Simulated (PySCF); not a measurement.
PySCF input file for Ga(F)(Cl)(NH2) (ClFGaH2N), SMILES [NH2][Ga]([F])[Cl], r2SCAN-D4/def2-SVP. 

```python
import numpy as np
from pyscf import gto, scf, dft
from pyscf.geomopt import geometric_solver

mol = gto.M(
    atom='''
    Ga    0.05467096    0.05985110   -0.23218121
    F     1.70198746   -0.31596574   -0.72081708
    Cl   -0.54051976   -0.48055752    1.67643227
    N    -0.80375669    1.03595293   -1.53552318
    H    -1.81228405    0.95750928   -1.60850754
    H    -0.38527016    0.94860559   -2.45720780
    ''',
    basis='def2-SVP',
    charge=0,
    spin=0,
    max_memory=1600,
    verbose=3,
)
mf = dft.RKS(mol, xc='r2scan').density_fit(auxbasis='def2-universal-jkfit')
mf.disp = 'd4'
mf.grids.level = 4
mf.conv_tol = 1e-9
mf.max_cycle = 100
mf.kernel()
grad = mf.nuc_grad_method()
grad.grid_response = mol.nao <= 150
conv, mol_eq = geometric_solver.kernel(grad, convergence_set='GAU_TIGHT', maxsteps=100)
print(mol_eq.tostring(format='xyz'))
mf.reset(mol_eq)
mf.kernel()
```

Log of the run:

```
converged SCF energy = -2540.35171123781
[banner and settings of the optimiser left out]
Geometry optimization cycle 1
Cartesian coordinates (Angstrom)
 Atom        New coordinates             dX        dY        dZ
  Ga   0.054671   0.059851  -0.232181    0.000000  0.000000  0.000000
   F   1.701987  -0.315966  -0.720817   -0.000000  0.000000  0.000000
  Cl  -0.540520  -0.480558   1.676432    0.000000  0.000000  0.000000
   N  -0.803757   1.035953  -1.535523    0.000000  0.000000  0.000000
   H  -1.812284   0.957509  -1.608508    0.000000  0.000000  0.000000
   H  -0.385270   0.948606  -2.457208    0.000000  0.000000  0.000000

WARN: Mole.unit (angstrom) is changed to Bohr

converged SCF energy = -2540.35171123774
--------------- DFRKS_Scanner gradients ---------------
         x                y                z
0 Ga    -0.0064256609    -0.0124955597     0.0343034963
1 F     0.0033195064     0.0000239241    -0.0040095086
2 Cl     0.0063785556     0.0042290023    -0.0167203060
3 N    -0.0043021167     0.0095500261    -0.0142959479
4 H     0.0026461335    -0.0015009966    -0.0005652619
5 H    -0.0016164179     0.0001936038     0.0012875281
----------------------------------------------
cycle 1: E = -2540.35171124  dE = -2540.35  norm(grad) = 0.0454682
Step    0 : Gradient = 1.856e-02/3.707e-02 (rms/max) Energy = -2540.3517112377
Hessian Eigenvalues: 2.30000e-02 2.77635e-02 4.69137e-02 ... 2.96432e-01 4.49818e-01 4.52760e-01

Geometry optimization cycle 2
Cartesian coordinates (Angstrom)
 Atom        New coordinates             dX        dY        dZ
  Ga   0.059493   0.059254  -0.269694    0.004822 -0.000597 -0.037513
   F   1.715185  -0.311507  -0.703810    0.013197  0.004459  0.017007
  Cl  -0.552082  -0.477687   1.672936   -0.011562  0.002870 -0.003496
   N  -0.801153   1.021900  -1.531326    0.002603 -0.014053  0.004197
   H  -1.815488   0.970700  -1.585982   -0.003203  0.013190  0.022526
   H  -0.391127   0.942736  -2.459929   -0.005856 -0.005870 -0.002722
converged SCF energy = -2540.3536443745
--------------- DFRKS_Scanner gradients ---------------
         x                y                z
0 Ga    -0.0062501478    -0.0030760001     0.0086851671
1 F     0.0005496758     0.0007283633    -0.0019315476
2 Cl     0.0029612974     0.0012247355    -0.0049785084
3 N     0.0026297215     0.0038432544    -0.0018684473
4 H    -0.0005262543    -0.0017046069    -0.0000389704
5 H     0.0006357074    -0.0010157462     0.0001323065
----------------------------------------------
cycle 2: E = -2540.35364437  dE = -0.00193314  norm(grad) = 0.0139065
Step    1 : Displace = 2.258e-02/3.781e-02 (rms/max) Trust = 1.000e-01 (=) Grad = 5.677e-03/1.113e-02 (rms/max) E (change) = -2540.3536443745 (-1.933e-03) Quality = 1.297
Hessian Eigenvalues: 2.22604e-02 2.81990e-02 4.33576e-02 ... 3.01363e-01 4.50315e-01 4.56774e-01

Geometry optimization cycle 3
Cartesian coordinates (Angstrom)
 Atom        New coordinates             dX        dY        dZ
  Ga   0.083742   0.062456  -0.289231    0.024249  0.003202 -0.019537
   F   1.744172  -0.320840  -0.677185    0.028987 -0.009333  0.026625
  Cl  -0.570558  -0.475281   1.664029   -0.018476  0.002406 -0.008907
   N  -0.805467   1.002383  -1.535443   -0.004314 -0.019517 -0.004117
   H  -1.821560   0.986046  -1.565326   -0.006073  0.015347  0.020655
   H  -0.415500   0.950631  -2.474649   -0.024373  0.007895 -0.014719
converged SCF energy = -2540.35430644341
--------------- DFRKS_Scanner gradients ---------------
         x                y                z
0 Ga    -0.0028246647     0.0005997430    -0.0013489024
1 F    -0.0000753371     0.0003353894    -0.0008070466
2 Cl     0.0006319736    -0.0006089821     0.0014500233
3 N     0.0021411376     0.0018277242     0.0016965072
4 H    -0.0008708761    -0.0009679797    -0.0005693897
5 H     0.0009977668    -0.0011858948    -0.0004211917
----------------------------------------------
cycle 3: E = -2540.35430644  dE = -0.000662069  norm(grad) = 0.00540392
Step    2 : Displace = 2.896e-02/4.027e-02 (rms/max) Trust = 1.414e-01 (+) Grad = 2.206e-03/3.287e-03 (rms/max) E (change) = -2540.3543064434 (-6.621e-04) Quality = 1.371
Hessian Eigenvalues: 1.86753e-02 2.79624e-02 3.34201e-02 ... 3.32346e-01 4.50868e-01 4.58229e-01

Geometry optimization cycle 4
Cartesian coordinates (Angstrom)
 Atom        New coordinates             dX        dY        dZ
  Ga   0.111719   0.059314  -0.304362    0.027977 -0.003142 -0.015131
   F   1.777245  -0.329149  -0.651495    0.033073 -0.008309  0.025691
  Cl  -0.597249  -0.465012   1.643772   -0.026691  0.010269 -0.020257
   N  -0.807951   0.978179  -1.540334   -0.002484 -0.024204 -0.004891
   H  -1.823084   0.998949  -1.534697   -0.001524  0.012903  0.030629
   H  -0.445852   0.963114  -2.490689   -0.030352  0.012483 -0.016040
converged SCF energy = -2540.35465156553
--------------- DFRKS_Scanner gradients ---------------
         x                y                z
[...]
4 H     0.0000014350     0.0000047778     0.0000154991
5 H    -0.0000043462    -0.0000060666     0.0000019850
----------------------------------------------
cycle 31: E = -2540.35496208  dE = -3.22834e-08  norm(grad) = 5.31686e-05
Step   30 : Displace = 3.983e-04/8.003e-04 (rms/max) Trust = 3.000e-01 (=) Grad = 2.171e-05/3.185e-05 (rms/max) E (change) = -2540.3549620815 (-3.228e-08) Quality = 1.562
Hessian Eigenvalues: 5.43527e-05 3.89609e-04 1.02929e-03 ... 3.33083e-01 4.51743e-01 5.88795e-01

Geometry optimization cycle 32
Cartesian coordinates (Angstrom)
 Atom        New coordinates             dX        dY        dZ
  Ga   0.122447   0.030813  -0.305988   -0.004647 -0.005440  0.000322
   F   1.799650  -0.357873  -0.587216   -0.005513 -0.014023  0.006749
  Cl  -0.696054  -0.512739   1.580807   -0.017587 -0.010964 -0.006758
   N  -0.796825   0.897388  -1.569198    0.006938  0.006549  0.000078
   H  -1.792065   1.074423  -1.501831    0.007900  0.013471 -0.003603
   H  -0.422326   1.073385  -2.494378    0.012908  0.010407  0.003212
converged SCF energy = -2540.35496214925
--------------- DFRKS_Scanner gradients ---------------
         x                y                z
0 Ga    -0.0000257260     0.0000232324    -0.0000264437
1 F     0.0000144963     0.0000057712    -0.0000043436
2 Cl    -0.0000112724    -0.0000225884     0.0000422203
3 N     0.0000285662    -0.0000071116    -0.0000315362
4 H     0.0000041076     0.0000058475     0.0000169673
5 H    -0.0000101717    -0.0000051511     0.0000031359
----------------------------------------------
cycle 32: E = -2540.35496215  dE = -6.77537e-08  norm(grad) = 8.32042e-05
Step   31 : Displace = 4.030e-04/8.179e-04 (rms/max) Trust = 3.000e-01 (=) Grad = 3.397e-05/4.919e-05 (rms/max) E (change) = -2540.3549621492 (-6.775e-08) Quality = 1.493
Hessian Eigenvalues: 3.74218e-05 3.72525e-04 9.44564e-04 ... 3.33740e-01 4.51554e-01 5.89864e-01

Geometry optimization cycle 33
Cartesian coordinates (Angstrom)
 Atom        New coordinates             dX        dY        dZ
  Ga   0.116865   0.024274  -0.305742   -0.005582 -0.006539  0.000246
   F   1.792658  -0.375571  -0.579498   -0.006992 -0.017699  0.007718
  Cl  -0.717189  -0.524820   1.572655   -0.021135 -0.012081 -0.008151
   N  -0.788208   0.905991  -1.568705    0.008617  0.008604  0.000492
   H  -1.782440   1.090259  -1.506068    0.009625  0.015837 -0.004237
   H  -0.406858   1.085263  -2.490446    0.015468  0.011878  0.003932
converged SCF energy = -2540.35496222225
--------------- DFRKS_Scanner gradients ---------------
         x                y                z
0 Ga    -0.0000185005     0.0000265919    -0.0000413449
1 F     0.0000075900     0.0000049945    -0.0000024473
2 Cl    -0.0000141524    -0.0000233727     0.0000487867
3 N     0.0000319871    -0.0000102113    -0.0000249178
4 H     0.0000069352     0.0000050904     0.0000132803
5 H    -0.0000138593    -0.0000030928     0.0000066429
----------------------------------------------
cycle 33: E = -2540.35496222  dE = -7.29988e-08  norm(grad) = 9.06562e-05
Step   32 : Displace = 1.220e-04/1.834e-04 (rms/max) Trust = 3.000e-01 (=) Grad = 3.701e-05/5.592e-05 (rms/max) E (change) = -2540.3549622222 (-7.300e-08) Quality = 1.348
Hessian Eigenvalues: 4.08950e-05 3.71370e-04 8.19889e-04 ... 3.19303e-01 4.51381e-01 5.88112e-01

Geometry optimization cycle 34
Cartesian coordinates (Angstrom)
 Atom        New coordinates             dX        dY        dZ
  Ga   0.114444   0.021443  -0.305695   -0.002421 -0.002831  0.000047
   F   1.789374  -0.383956  -0.576471   -0.003284 -0.008385  0.003027
  Cl  -0.726319  -0.529244   1.569199   -0.009130 -0.004424 -0.003457
   N  -0.784173   0.910759  -1.568036    0.004036  0.004768  0.000669
   H  -1.778290   1.096593  -1.508042    0.004150  0.006334 -0.001974
   H  -0.400209   1.089800  -2.488758    0.006649  0.004538  0.001688
converged SCF energy = -2540.35496227409
--------------- DFRKS_Scanner gradients ---------------
         x                y                z
0 Ga    -0.0000025806     0.0000167247    -0.0000331716
1 F     0.0000012614     0.0000027789    -0.0000012653
2 Cl    -0.0000119976    -0.0000149805     0.0000349924
3 N     0.0000174071    -0.0000064694    -0.0000127827
4 H     0.0000051926     0.0000027347     0.0000060907
5 H    -0.0000092829    -0.0000007884     0.0000061365
----------------------------------------------
cycle 34: E = -2540.35496227  dE = -5.18453e-08  norm(grad) = 6.07842e-05
Step   33 : Displace = 6.198e-04/1.185e-03 (rms/max) Trust = 3.000e-01 (=) Grad = 2.482e-05/3.991e-05 (rms/max) E (change) = -2540.3549622741 (-5.185e-08) Quality = 1.422
Hessian Eigenvalues: 5.04063e-05 3.58661e-04 5.71592e-04 ... 3.17776e-01 4.51119e-01 5.83874e-01

Geometry optimization cycle 35
Cartesian coordinates (Angstrom)
 Atom        New coordinates             dX        dY        dZ
  Ga   0.114509   0.021549  -0.305728    0.000065  0.000106 -0.000033
   F   1.789042  -0.385095  -0.577092   -0.000332 -0.001138 -0.000621
  Cl  -0.725734  -0.527445   1.569798    0.000584  0.001798  0.000600
   N  -0.783896   0.912043  -1.567527    0.000276  0.001284  0.000509
   H  -1.778437   1.095926  -1.508156   -0.000147 -0.000668 -0.000114
   H  -0.400655   1.088418  -2.489099   -0.000446 -0.001382 -0.000341
converged SCF energy = -2540.35496229622
--------------- DFRKS_Scanner gradients ---------------
         x                y                z
0 Ga    -0.0000003261     0.0000023202    -0.0000049553
1 F     0.0000024080    -0.0000006143    -0.0000017196
2 Cl    -0.0000023745    -0.0000022407     0.0000053420
3 N     0.0000016377    -0.0000009335     0.0000033062
4 H    -0.0000003625     0.0000002371    -0.0000004949
5 H    -0.0000009827     0.0000012313    -0.0000014784
----------------------------------------------
cycle 35: E = -2540.3549623  dE = -2.21321e-08  norm(grad) = 9.89742e-06
Step   34 : Displace = 8.341e-04/1.675e-03 (rms/max) Trust = 3.000e-01 (=) Grad = 4.041e-06/6.261e-06 (rms/max) E (change) = -2540.3549622962 (-2.213e-08) Quality = 1.008
Hessian Eigenvalues: 4.99746e-05 3.32242e-04 6.23716e-04 ... 3.17603e-01 4.51301e-01 5.84181e-01

Geometry optimization cycle 36
Cartesian coordinates (Angstrom)
 Atom        New coordinates             dX        dY        dZ
  Ga   0.114914   0.022039  -0.305727    0.000405  0.000490  0.000002
   F   1.789349  -0.384477  -0.577858    0.000307  0.000617 -0.000766
  Cl  -0.723948  -0.525621   1.570793    0.001786  0.001825  0.000995
   N  -0.784522   0.911312  -1.567653   -0.000626 -0.000731 -0.000126
   H  -1.779053   1.095077  -1.507755   -0.000616 -0.000849  0.000401
   H  -0.401912   1.087066  -2.489605   -0.001257 -0.001352 -0.000506
converged SCF energy = -2540.35496229773
--------------- DFRKS_Scanner gradients ---------------
         x                y                z
0 Ga    -0.0000001265    -0.0000002515    -0.0000001863
1 F     0.0000007641    -0.0000003841    -0.0000009746
2 Cl     0.0000000084    -0.0000006867     0.0000007334
3 N     0.0000011364    -0.0000000683     0.0000017105
4 H    -0.0000014312     0.0000003573     0.0000000106
5 H    -0.0000003512     0.0000010333    -0.0000012935
----------------------------------------------
cycle 36: E = -2540.3549623  dE = -1.50658e-09  norm(grad) = 3.47373e-06
Step   35 : Displace = 1.886e-05/3.103e-05 (rms/max) Trust = 3.000e-01 (=) Grad = 1.418e-06/2.055e-06 (rms/max) E (change) = -2540.3549622977 (-1.507e-09) Quality = 1.677
Hessian Eigenvalues: 4.99746e-05 3.32242e-04 6.23716e-04 ... 3.17603e-01 4.51301e-01 5.84181e-01
Converged! =D

6
XYZ from PySCF
Ga          0.11491387        0.02203885       -0.30572665
F           1.78934928       -0.38447729       -0.57785839
Cl         -0.72394799       -0.52562087        1.57079343
N          -0.78452204        0.91131191       -1.56765299
H          -1.77905332        1.09507697       -1.50775541
H          -0.40191204        1.08706606       -2.48960454
converged SCF energy = -2540.35496229767
```

The run converged.

Cost: around 6 core-minutes (rough).
